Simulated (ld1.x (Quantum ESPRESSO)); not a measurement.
bromine: excitation energies, all-electron against RRKJ

ld1.x (Quantum ESPRESSO) 7.5 input, shortened:

```
&input
   title='Br', zed=35., rel=1, dft='BLYP', iswitch=3,
   config='[Ar] 3d10 4s2 4p5 4f-2'
 /
 &inputp
   pseudotype=2, tm=.false., rho0=0.001, lloc=0,
   nlcc=.true., rcore=0.40
 /
4
4P  2  1   5.00   0.00  1.65  1.65  0.0
3D  3  2  10.00   0.00  0.80  0.80  0.0
4F  4  3  -2.00   0.10  1.40  1.40  0.0
4S  1  0   2.00   0.00  1.20  1.20  0.0
 &test
   configts(1)='3d10 4s2 4p5'
 /
```

Energies are relative to the spin-unpolarised reference configuration 3d10 4s2 4p5; without spin polarisation the order of configurations can differ from experiment.

```csv
valence configuration,charge,ΔE all-electron (eV),error AE − PS (meV)
3d10 4s2 4p4,+1,12.400,-5.7
3d10 4s2 4p3,+2,35.017,-17
3d10 4s2 4p2,+3,68.896,-22
3d9 4s2 4p5,+1,78.326,-1456
3d10 4s1 4p6,0,12.425,-9.7
3d10 4s1 4p5,+1,25.448,-21
```

(1) What are ΔE and the potential's error for 3d10 4s2 4p1?

Note: ghost state, extra bound levels that the all-electron valence spectrum of the same l lacks: p at -2560.1 eV. A true bound ghost makes a file unfit for plane-wave use.

## Answers

(1) ΔE = 114.895 eV all-electron; the error (AE − PS) is +14 meV.
